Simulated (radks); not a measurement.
Values are calculated unless marked as measured or tabulated.
Rb4+, 33 electrons, occupied as [Ar] 3d10 4s1 4p3 5p1 (not the ground configuration).

Level of theory: scalar-relativistic Kohn-Sham, LDA (Slater exchange, Perdew-Wang correlation), spin-polarised, spherical densities, finite nucleus; open shells are filled with parallel spins first (spin-orbit coupling, left out, can overturn this in heavy ions); Fermi nuclear charge, rms radius 4.2036 fm (a radial shooting solver on a logarithmic mesh with Libxc functionals).

Energy parts (hartree):
| part | energy |
|---|---|
| total | -2971.15258 |
| kinetic | 3042.13666 |
| electron-nucleus | -7091.85883 |
| Hartree | 1173.86162 |
| exchange-correlation | -95.29203 |

Orbitals (lengths in bohr, moments of r in powers of bohr; r(max) is where P^2 peaks; r(90%) holds 90 % of the orbital's charge):
orbital,occ.,eigenvalue (hartree),<r>,r(90%),r(max)
1s up,1,-553.9580,0.04034,0.0722,0.02632
1s down,1,-553.9348,0.04034,0.0722,0.02632
2s up,1,-76.01012,0.1781,0.275,0.1498
2s down,1,-75.99464,0.1781,0.275,0.1498
2p up,3,-67.71212,0.1552,0.253,0.1196
2p down,3,-67.69229,0.1552,0.253,0.1196
3s up,1,-13.19651,0.5111,0.759,0.4512
3s down,1,-13.16646,0.5104,0.758,0.4512
3p up,3,-10.53293,0.5187,0.790,0.4462
3p down,3,-10.49924,0.5174,0.787,0.4462
3d up,5,-6.10863,0.5229,0.852,0.3914
3d down,5,-6.06882,0.5191,0.842,0.3911
4s up,1,-3.21554,1.331,1.92,1.207
4s down,0,-2.99096,1.331,1.93,1.196
4p up,3,-2.53227,1.467,2.14,1.315
4p down,0,-2.30848,1.480,2.18,1.309
4d up,0,-1.54050,1.856,2.77,1.620
4d down,0,-1.34607,1.944,2.93,1.664
5s up,0,-1.25909,2.849,4.01,2.733
5s down,0,-1.15358,2.954,4.17,2.805
5p up,1,-1.04764,3.175,4.48,3.062
5p down,0,-0.95613,3.321,4.70,3.174

The highest occupied level is 5p up at -28.508 eV. The configuration is held as typed, so some empty levels lie below it. The density falls to 0.001 e/bohr^3 at r = 4.19 bohr. Summed over all electrons, <r^2> = 26.62 bohr^2, which gives a Langevin (diamagnetic) susceptibility term of -21.1 x 10^-6 cm^3/mol. The electron density at the nucleus is 5.549e+04 e/bohr^3 (large components only). The spin density at the nucleus is 68.08 e/bohr^3 (1s -0.37, 2s 0.22, 3s -0.51, 4s 68.75).

Run on one thread of a shared host, so times are rough (Arm Neoverse N1): 0.22 s of CPU time, 0.22 s wall, 14 iterations on 2189 mesh points.
